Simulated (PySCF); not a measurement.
C4H9NSi, SMILES C=C=C[Si@@H](C)N. Geometry: PBE-D3(BJ)/def2-SVP. The structure was generated by enumeration; whether it is a known compound was not checked. Other conformers were not sampled.

Computed equilibrium geometry at PBE-D3(BJ)/def2-SVP (PySCF confirms it by a frequency run) as bond lengths and angles (one conformer of several):
Atoms: C1 C2 C3 Si4 C5 N6 H7 H8 H9 H10 H11 H12 H13 H14 H15. Bond lengths (Å): C1–C2 1.318, C1–H7 1.103, C1–H8 1.103, C2–C3 1.319, C3–Si4 1.883, C3–H9 1.108, Si4–C5 1.885, Si4–N6 1.753, Si4–H10 1.513, C5–H11 1.109, C5–H12 1.109, C5–H13 1.110, N6–H14 1.025, N6–H15 1.024. Angles (°): C2–C1–H7 121.3, C2–C1–H8 121.3, H7–C1–H8 117.4, C1–C2–C3 177.7, C2–C3–Si4 122.6, C2–C3–H9 119.0, Si4–C3–H9 118.5, C3–Si4–C5 111.4, C3–Si4–N6 106.9, C3–Si4–H10 106.2, C5–Si4–N6 107.1, C5–Si4–H10 109.0, N6–Si4–H10 116.3, Si4–C5–H11 110.7, Si4–C5–H12 110.5, Si4–C5–H13 111.3, H11–C5–H12 108.5, H11–C5–H13 108.1, H12–C5–H13 107.7, Si4–N6–H14 117.2, Si4–N6–H15 117.3, H14–N6–H15 109.1.
Charge 0, spin multiplicity 1.
